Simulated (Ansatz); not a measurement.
Molecule: GeCl, net charge 0, doublet state. 
Coordinates optimised at B3LYP-D3(BJ)/def2-TZVP (Ansatz, a first-principles code):
```
Ge
Cl 1 2.1967
```
Charge 0, spin multiplicity 2.

Property: atomisation energy (electronic, to ground-state atoms), in eV. Correlated levels leave the core frozen unless marked. Open shells are spin-unrestricted. Spin-orbit coupling is left out. Frozen are the shells of the preceding noble gas and the d and f shells that filled before the atom's block. No relativistic terms. FCI takes restricted orbitals. The coupled-cluster limit lacks core correlation, which all-electron functionals hold. CBS(X,Y): correlation extrapolated as X^-3; Hartree-Fock from the larger set.

```json
[
 {"level": "HF/6-31G*", "program": "Ansatz", "atomisation energy (eV)": "2.58"}
]
```

What does CCSD(T)/CBS(def2-TZVPPD,def2-QZVPPD) (Ansatz) give?

4.10 eV
